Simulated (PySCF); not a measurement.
NaF, SMILES [F][Na].

The structure is a stationary point at PBE-D3(BJ)/def2-TZVPD.

Calculation: PBE-D3(BJ)/def2-TZVPD (PySCF 2.14.0).

Frequencies are harmonic and unscaled.

```json
[
 {"mode": "1", "ν (cm⁻¹)": "510", "IR (km/mol)": "59.0", "moving atoms (share of kinetic energy)": "F 55 %, Na 45 %"}
]
```
